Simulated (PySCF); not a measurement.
Several compounds and their computed core spectra got separated.

Method: delta-SCF UKS SCAN, pcX-2 on the ionised atom, pcseg-1 elsewhere, spin-free X2C in PySCF 2.14.0. Geometries: PBE0-D3(BJ)/def2-SVP; isolated species, one conformer each.

Line lists (1s up to Mg, 2p3/2 beyond; areas count atoms within a level, one atom standing for each set equivalent by bonding):
1. C 1s: 293.15 (area 1), 294.11 (area 1) eV; N 1s: 406.11 (area 1), 406.14 (area 1) eV
2. C 1s: 289.36 (area 1), 289.56 (area 1), 289.98 (area 1), 290.01 (area 1), 290.14 (area 1), 290.16 (area 1), 290.30 (area 1), 290.43 (area 1) eV; Si 2p3/2: 106.32 eV
3. C 1s: 290.05 (area 1), 290.24 (area 1), 290.49 (area 1), 290.60 (area 1), 291.12 (area 1) eV

Structures:
A. `C1=Cc2ccccc2[SiH2]1`
B. `N#C/C=N\[H]`
C. `CC1=C[C@@H]1C`

Task: Which list belongs to which compound?

Result: 
- 1 = B: no other candidate has this set of levels. C 1s: 293.15 nitrile carbon, 294.11 imine carbon; N 1s: 406.11 nitrile nitrogen, 406.14 imine nitrogen.
- 2 = A: no other candidate has this set of levels. C 1s: 289.36 alkene CH carbon, 289.56 substituted aromatic carbon, 289.98 aromatic CH carbon, 290.01 aromatic CH carbon, 290.14 aromatic CH carbon, 290.16 aromatic CH carbon, 290.30 substituted aromatic carbon, 290.43 alkene CH carbon; Si 2p3/2: 106.32 SiH2 silicon.
- 3 = C: no other candidate has this set of levels. C 1s: 290.05 alkene CH carbon, 290.24 methyl carbon, 290.49 fully substituted alkene carbon, 290.60 allylic carbon, 291.12 allylic carbon.

Spin–orbit coupling isn't in the SCF: each 2p doublet comes from a relaxed spin-free hole plus a matrix of the shell (mean-field spin–orbit coupling and the ground-state 2p splitting), with 2p3/2 averaged over its two sublevels. 10 of these hole states are spin-contaminated (⟨S²⟩ up to 0.96, against 0.75; counted from 0.85) and less certain.
